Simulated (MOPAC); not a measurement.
A run for MOPAC: PM6 on C2H6OS (SMILES COSC).

```
PM6 1SCF PRECISE CHARGE=0 THREADS=1
C2H6OS

C     -1.65322702 1    -0.18775924 1    -0.10151558 1
O     -0.62982977 1     0.20267400 1    -1.01950550 1
S      0.51839404 1     1.23572175 1    -0.39984837 1
C      1.68995879 1     0.06846557 1     0.32156591 1
H     -2.17151084 1     0.68470506 1     0.30199463 1
H     -1.24342494 1    -0.77762638 1     0.72289416 1
H     -2.35066270 1    -0.80184218 1    -0.67090752 1
H      2.06044613 1    -0.62022776 1    -0.43677972 1
H      2.51945363 1     0.67620586 1     0.68956874 1
H      1.26040268 1    -0.48031667 1     1.15921240 1
```

Program output:

```
*******************************************************************************
 **                                                                           **
 **                              MOPAC v23.2.5                                **
 **                                                                           **
 *******************************************************************************
 ** MOPAC's Digital Object Identifier: https://doi.org/10.5281/zenodo.6511958 **
 **                                                                           **
 ** Please cite the open-source release paper for use of this MOPAC version:  **
 ** J. E. Moussa and J. J. P. Stewart (2026)                                  **
 ** MOPAC: An open-source semiempirical molecular orbital program             **
 ** J. Open Source Softw., 11(119), 8025, https://doi.org/10.21105/joss.08025 **
 *******************************************************************************

                              PM6 CALCULATION RESULTS

 *******************************************************************************
 *  PM6        - The PM6 Hamiltonian to be used
 *
 *
 *
 *                 CHARGE ON SYSTEM = 0
 *
 *
 *
 *  PRECISE    - TIGHTER CRITERIA TO BE USED
 *  1SCF       - DO 1 SCF AND THEN STOP
 *  THREADS=1  - MULTI-THREADING NOT USED
 *  T=         - A TIME OF 172800.0 SECONDS REQUESTED
 *  DUMP=N     - RESTART FILE WRITTEN EVERY 7200.0 SECONDS REQUESTED
 *******************************************************************************
PM6 1SCF PRECISE CHARGE=0 THREADS=1
 C2H6OS

   ATOM   CHEMICAL          X               Y               Z
  NUMBER   SYMBOL      (ANGSTROMS)     (ANGSTROMS)     (ANGSTROMS)

     1       C         -1.65322702  *  -0.18775924  *  -0.10151558  *
     2       O         -0.62982977  *   0.20267400  *  -1.01950550  *
     3       S          0.51839404  *   1.23572175  *  -0.39984837  *
     4       C          1.68995879  *   0.06846557  *   0.32156591  *
     5       H         -2.17151084  *   0.68470506  *   0.30199463  *
     6       H         -1.24342494  *  -0.77762638  *   0.72289416  *
     7       H         -2.35066270  *  -0.80184218  *  -0.67090752  *
     8       H          2.06044613  *  -0.62022776  *  -0.43677972  *
     9       H          2.51945363  *   0.67620586  *   0.68956874  *
    10       H          1.26040268  *  -0.48031667  *   1.15921240  *



          CARTESIAN COORDINATES

    NO.       ATOM           X           Y           Z

     1         C         -1.6532     -0.1878     -0.1015
     2         O         -0.6298      0.2027     -1.0195
     3         S          0.5184      1.2357     -0.3998
     4         C          1.6900      0.0685      0.3216
     5         H         -2.1715      0.6847      0.3020
     6         H         -1.2434     -0.7776      0.7229
     7         H         -2.3507     -0.8018     -0.6709
     8         H          2.0604     -0.6202     -0.4368
     9         H          2.5195      0.6762      0.6896
    10         H          1.2604     -0.4803      1.1592

 General Reference for PM6:
 "Optimization of Parameters for Semiempirical Methods V: Modification of NDDO Approximations
 and Application to 70 Elements", J. J. P. Stewart, J. Mol. Mod., 13, 1173-1213 (2007)
 URL: https://link.springer.com/article/10.1007/s00894-007-0233-4

           Empirical Formula: C2 H6 O S  =    10 atoms



      MOLECULAR POINT GROUP   :   C1


      RHF CALCULATION, NO. OF DOUBLY OCCUPIED LEVELS = 13


 -------------------------------------------------------------------------------
 PM6 1SCF PRECISE CHARGE=0 THREADS=1
 C2H6OS



     1SCF WAS SPECIFIED, SO BFGS WAS NOT USED
     SCF FIELD WAS ACHIEVED


                              PM6 CALCULATION
                                                       MOPAC v23.2.5 Linux




          FINAL HEAT OF FORMATION =        -38.74800 KCAL/MOL =    -162.12164 KJ/MOL


          COSMO AREA              =        112.80 SQUARE ANGSTROMS
          COSMO VOLUME            =         98.97 CUBIC ANGSTROMS

          IONIZATION POTENTIAL    =          8.634973 EV
          HOMO LUMO ENERGIES (EV) =         -8.635 -0.163
          NO. OF FILLED LEVELS    =         13
          MOLECULAR WEIGHT        =         78.1288         POINT GROUP:  C1

          MOLECULAR DIMENSIONS (Angstroms)

            Atom       Atom       Distance
            H     9    H     7     5.26816
            H     8    H     5     2.98329
            H    10    S     3     2.24015


          SCF CALCULATIONS        =          1





   ATOM   CHEMICAL          X               Y               Z
  NUMBER   SYMBOL      (ANGSTROMS)     (ANGSTROMS)     (ANGSTROMS)

     1       C         -1.65322702  *  -0.18775924  *  -0.10151558  *
     2       O         -0.62982977  *   0.20267400  *  -1.01950550  *
     3       S          0.51839404  *   1.23572175  *  -0.39984837  *
     4       C          1.68995879  *   0.06846557  *   0.32156591  *
     5       H         -2.17151084  *   0.68470506  *   0.30199463  *
     6       H         -1.24342494  *  -0.77762638  *   0.72289416  *
     7       H         -2.35066270  *  -0.80184218  *  -0.67090752  *
     8       H          2.06044613  *  -0.62022776  *  -0.43677972  *
     9       H          2.51945363  *   0.67620586  *   0.68956874  *
    10       H          1.26040268  *  -0.48031667  *   1.15921240  *

                             CARTESIAN COORDINATES

   1    C       -1.653227020    -0.187759240    -0.101515580
   2    O       -0.629829770     0.202674000    -1.019505500
   3    S        0.518394040     1.235721750    -0.399848370
   4    C        1.689958790     0.068465570     0.321565910
   5    H       -2.171510840     0.684705060     0.301994630
   6    H       -1.243424940    -0.777626380     0.722894160
   7    H       -2.350662700    -0.801842180    -0.670907520
   8    H        2.060446130    -0.620227760    -0.436779720
   9    H        2.519453630     0.676205860     0.689568740
  10    H        1.260402680    -0.480316670     1.159212400


           Empirical Formula: C2 H6 O S  =    10 atoms



      MOLECULAR POINT GROUP   :   C1


                  EIGENVALUES
 -30.68055 -27.47449 -24.74940 -22.18807 -16.56921 -15.63096 -15.58996 -14.41373
 -14.17723 -12.65241 -11.66606 -10.13588  -8.63497  -0.16331   0.95600   2.73557
   3.24640   3.57850   3.70245   3.87731   4.51583   5.32781   5.39053   5.47449
   5.54082   5.94683   6.30938


              NET ATOMIC CHARGES AND DIPOLE CONTRIBUTIONS

  ATOM NO.   TYPE          CHARGE      No. of ELECS.   s-Pop       p-Pop       d-Pop
    1          C          -0.205406        4.2054     1.09344     3.11197
    2          O          -0.401545        6.4015     1.86790     4.53365
    3          S           0.205158        5.7948     1.93518     3.67767     0.18200
    4          C          -0.550975        4.5510     1.10568     3.44529
    5          H           0.136230        0.8638     0.86377
    6          H           0.127968        0.8720     0.87203
    7          H           0.153383        0.8466     0.84662
    8          H           0.182502        0.8175     0.81750
    9          H           0.178863        0.8211     0.82114
   10          H           0.173821        0.8262     0.82618
 DIPOLE           X         Y         Z       TOTAL
 POINT-CHG.    -0.010    -0.154     2.146     2.152
 HYBRID         0.199    -0.632    -0.109     0.672
 SUM            0.190    -0.786     2.037     2.192


          ATOMIC ORBITAL ELECTRON POPULATIONS

     Atom    s        px        py        pz      x^2-y^2     xz        z^2       yz        xy
    1  C   1.09344   0.96647   1.11745   1.02804
    2  O   1.86790   1.42261   1.68013   1.43091
    3  S   1.93518   1.00991   0.95212   1.71563   0.03299   0.04352   0.01496   0.02755   0.06297
    4  C   1.10568   1.13111   1.14165   1.17253
    5  H   0.86377
    6  H   0.87203
    7  H   0.84662
    8  H   0.81750
    9  H   0.82114
   10  H   0.82618

 **********************
 *                    *
 * JOB ENDED NORMALLY *
 *                    *
 **********************




 == MOPAC DONE ==
```

The run finished.

Cost: roughly 0.010 core-seconds.
